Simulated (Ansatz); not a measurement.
Cost and result for the atomization energy of `[CH3][GaH][B]1CS1` (11 atoms, 11 bonds).

```json
{"atom": "C1", "x (Å)": "1.4492", "y (Å)": "1.7869", "z (Å)": "0.3209"}
{"atom": "Ga2", "x (Å)": "0.4431", "y (Å)": "0.2466", "z (Å)": "1.0263"}
{"atom": "B3", "x (Å)": "-0.5202", "y (Å)": "-1.0987", "z (Å)": "-0.1923"}
{"atom": "C4", "x (Å)": "-1.7740", "y (Å)": "-1.5725", "z (Å)": "-0.9626"}
{"atom": "S5", "x (Å)": "-0.2540", "y (Å)": "-2.5963", "z (Å)": "-1.0732"}
{"atom": "H6", "x (Å)": "1.5345", "y (Å)": "1.7800", "z (Å)": "-0.7656"}
{"atom": "H7", "x (Å)": "2.4515", "y (Å)": "1.8104", "z (Å)": "0.7562"}
{"atom": "H8", "x (Å)": "0.9499", "y (Å)": "2.7121", "z (Å)": "0.6246"}
{"atom": "H9", "x (Å)": "0.3872", "y (Å)": "0.0619", "z (Å)": "2.5913"}
{"atom": "H10", "x (Å)": "-2.6004", "y (Å)": "-2.0405", "z (Å)": "-0.4348"}
{"atom": "H11", "x (Å)": "-2.0668", "y (Å)": "-1.0898", "z (Å)": "-1.8908"}
```

The species carries charge 0 and has multiplicity 1. Correlated methods include outer-core shells of Ga, which these sets cover unevenly. Scalar relativity is left out up to krypton. All single points use the PBE0-D4/def2-TZVP geometry. It is one conformer, not always the lowest. Program: Ansatz. All runs use 4 threads of an INTEL XEON PLATINUM 8581C on a shared host. Times are those of one run each, without the atoms' runs, and a repeat can differ threefold. Electronic energies, without spin–orbit coupling; frozen cores. CCSD(T)/CBS adds CCSD(T) − MP2 in def2-TZVPP to the MP2 limit, and its time is that of the two runs behind it. T1 = 0.015. With those shells the extrapolation isn't a true limit. B3LYP takes the VWN-RPA correlation (the form of Gaussian; ORCA's B3LYP/G). HSE06 is the plane-wave form, built on full-range PBE exchange.

CCSD(T)/CBS is a level of theory with its own doubt, some kJ/mol a heavy atom from the limit and from the frozen cores, so smaller differences don't rank the functionals.

```csv
level,functions,wall time,atomization (kJ/mol),difference from CCSD(T)/CBS,per bond
LDA (SPW92)/def2-TZVPP,267,1.4 s,4398.8,559.5,50.9
PBE-D4/def2-TZVPP (with forces),267,1.9 s,3929.2,89.9,8.2
BHLYP-D4/def2-TZVPP,267,2.5 s,3739.4,-99.9,-9.1
HSE06-D4/def2-TZVPP,267,2.7 s,3882.2,42.9,3.9
PBE0-D4/def2-TZVPP,267,2.8 s,3879.9,40.6,3.7
r2SCAN-D4/def2-TZVPP (with forces),267,3.1 s,3886.3,47.0,4.3
B3LYP-D4/def2-TZVPP (with forces),267,3.7 s,3827.1,-12.2,-1.1
CCSD(T)/def2-SVP,122,4.5 s,3652.2,-187.1,-17.0
ωB97X-V/def2-TZVPP,267,5.5 s,3859.7,20.4,1.9
ωB97M-V/def2-TZVPP (with forces),267,7.5 s,3854.1,14.8,1.3
MP2/def2-QZVPP,510,34 s,3870.2,30.9,2.8
CCSD(T)/def2-TZVPP,267,90 s,3757.3,-82.0,-7.5
CCSD(T)/CBS(def2),–,2.1 min,3839.3,0.0,0.0
```

Leaving LDA and LC-ωPBE aside and taking each functional with its dispersion term where it has one, the values spread over 189.8 kJ/mol, from BHLYP-D4 to PBE-D4. LDA lies +493.5 kJ/mol from PBE without D4, its usual overbinding. The D4 term adds +39.0 kJ/mol with B3LYP and +20.5 kJ/mol with PBE0; it sums over pairs of atoms, weighted by their polarisabilities, and B3LYP, whose exchange is more repulsive, gets the larger term. From PBE to PBE0 (25 % exact exchange), in def2-TZVPP and without D4, the atomization energy moves by −45.8 kJ/mol: exact exchange takes away binding that semilocal exchange gives to molecules.
